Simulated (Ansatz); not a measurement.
Clusters of 11 atoms, halide: gap (eV) at several levels, gas phase, relaxed structures; Ansatz. Clusters are the lowest isomers that short searches found in that spin, judged at the geometry's level. HOMO and LUMO are taken over both spins. The structures are stationary points that may keep the symmetry of their start.

```
species    state             geometry  PBE-D4/def2-SVP  PBE-D4/def2-TZVP  r2SCAN-D4/def2-TZVP  PBE0-D4/def2-SVP  PBE0-D4/def2-TZVP
  Li5H6  doublet  r2SCAN-D4/def2-TZVP             1.03              1.01                 1.25              2.11               2.13
 Li6Cl5  doublet   r2SCAN-D4/def2-SVP             1.21              1.21                 1.52              2.51               2.51
 Li6H5⁺  singlet  r2SCAN-D4/def2-TZVP             3.93              3.95                 4.75              5.73               5.72
  K6F5⁺  singlet     PBE0-D4/def2-SVP             3.85              4.26                 5.29              6.28               6.69
```

Question: Estimate the rows for Li6H5 (doublet, r2SCAN-D4/def2-TZVP geometry).

Answer: 
```csv
species,state,geometry,PBE-D4/def2-SVP,PBE-D4/def2-TZVP,r2SCAN-D4/def2-TZVP,PBE0-D4/def2-SVP,PBE0-D4/def2-TZVP
Li6H5,doublet,r2SCAN-D4/def2-TZVP,1.13,1.18,1.55,2.28,2.37
```
